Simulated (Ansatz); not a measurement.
A nudged elastic band was laid between two geometries of CH$_{5}$BFNSi (10 atoms, charge 0, multiplicity 1).

The calculation used RKS LDA/STO-3G in Ansatz.

| Quantity | Value |
| --- | --- |
| movable images | 7 |
| climbing image | yes |
| spring | 5.0 eV/Å² |
| optimiser | quadratic models (default) |
| start path | through a guess of the saddle point |
| force threshold | 0.05 eV/Å |
| iteration limit | 60 |
| end points | relaxed |

First end point:

```xyz
10
Properties=species:S:1:pos:R:3
B 0.250 1.529 0.791
N 0.009 0.295 0.231
Si -0.102 -1.465 0.275
C -0.200 -0.255 -1.165
F 0.793 -0.051 -2.086
H 0.413 1.604 1.952
H 0.287 2.480 0.102
H -1.292 -2.026 0.894
H 1.139 -2.152 0.585
H -1.214 -0.010 -1.575
```

Last end point:

```xyz
10
Properties=species:S:1:pos:R:3
B 0.249 1.530 0.791
N 0.015 0.294 0.230
Si -0.100 -1.465 0.274
C -0.201 -0.255 -1.165
F 0.792 -0.054 -2.088
H 0.275 2.483 0.104
H 0.416 1.603 1.952
H -1.289 -2.020 0.899
H 1.139 -2.159 0.579
H -1.214 -0.008 -1.574
```

Task: Which bonds break or form, and what moves?

Result: No bond is made or broken. The dihedral H6–B1–N2–C4 goes from -177 to 2°. The two ends are copies of one structure, up to a mirror image or an exchange of like atoms.

Task: What energy profile does the band end with?

Result: The run converged. The highest image is number 4 of 0 to 8, 1.47 eV above the ends, which have the same energy within 2 meV. A vibrational analysis at the climbing image gives one clearly imaginary mode, 582i cm⁻¹: a first-order saddle point. Limits of this set-up: minimal basis.

```csv
image,path coordinate (Å),energy (eV),dihedral H6–B1–N2–C4 (°)
0,0.00,0.00,-177
1,0.79,0.10,167
2,1.58,0.50,175
3,2.37,1.12,-159
4,3.16,1.47,-127
5,3.81,1.12,-94
6,4.45,0.48,-60
7,5.09,0.09,-27
8,5.74,0.00,2
```

Task: What is the geometry of the highest image?

Result: 
```xyz
10
Properties=species:S:1:pos:R:3:forces:R:3
B 0.124 1.391 0.752 0.01 -0.01 -0.01
N 0.809 0.282 0.112 -0.02 -0.04 0.03
Si 0.057 -1.363 0.301 0.02 0.03 -0.01
C -0.113 -0.205 -1.116 0.02 0.02 0.00
F 0.589 -0.268 -2.289 0.00 0.00 -0.01
H 0.711 2.405 0.903 0.00 0.00 -0.01
H -1.003 1.334 1.119 -0.01 0.00 0.00
H -1.074 -1.576 1.188 0.00 0.00 0.00
H 1.052 -2.416 0.272 0.00 0.00 0.00
H -1.069 0.364 -1.238 -0.02 -0.01 0.00
```

Task: What are the harmonic wavenumbers there?

Result: 582i, 91, 223, 318, 405, 540, 575, 662, 677, 738, 862, 1007, 1025, 1085, 1103, 1235, 1285, 1420, 1441, 2587, 2659, 2873, 3014, 3213 cm⁻¹.

Run time: 3.3 min on 1 CPU thread of a shared host.
